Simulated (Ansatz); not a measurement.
`O=C[SiH2]O[SiH3]` and `N[SiH2]O[SiH3]` differ in one atom or group.

Ansatz, PBE0-D4/def2-TZVP geometries, multiplicity 1. Each molecule was computed in one conformer, which needn't be the lowest.

```json
{"property": "size of the dipole moment (B3LYP/def2-TZVPP) / D", "`O=C[SiH2]O[SiH3]`": "1.89"}
{"property": "LUMO energy (PBE/def2-TZVPP) / eV", "`O=C[SiH2]O[SiH3]`": "-2.93"}
{"property": "HOMO energy (ωB97M-V/def2-TZVPP) / eV", "`O=C[SiH2]O[SiH3]`": "-9.53"}
{"property": "LUMO energy (B3LYP/def2-TZVPP) / eV", "`O=C[SiH2]O[SiH3]`": "-2.02"}
{"property": "HOMO energy (PBE0/def2-TZVPP) / eV", "`O=C[SiH2]O[SiH3]`": "-7.23"}
{"property": "HOMO–LUMO gap (B3LYP/def2-TZVPP) / eV", "`O=C[SiH2]O[SiH3]`": "5.01"}
```

(1) Give the same properties after the change, and the shifts. (Estimate.)

## Answers

(1) The calculation gave: 
```csv
property,`N[SiH2]O[SiH3]`,shift
size of the dipole moment (B3LYP/def2-TZVPP) / D,1.18,-0.71
LUMO energy (PBE/def2-TZVPP) / eV,-0.55,2.38
HOMO energy (ωB97M-V/def2-TZVPP) / eV,-10.31,-0.78
LUMO energy (B3LYP/def2-TZVPP) / eV,0.08,2.10
HOMO energy (PBE0/def2-TZVPP) / eV,-7.88,-0.65
HOMO–LUMO gap (B3LYP/def2-TZVPP) / eV,7.69,2.68
```

With PBE0 the HOMO falls by 0.65 eV and the LUMO rises by 2.07 eV, so the gap widens by about 2.72 eV. PBE moves the HOMO by -0.64 eV and ωB97M-V by -0.78 eV. Dipoles are sizes alone; their direction can turn.

B3LYP here is the variant with VWN-RPA as its local correlation; programs differ in this.
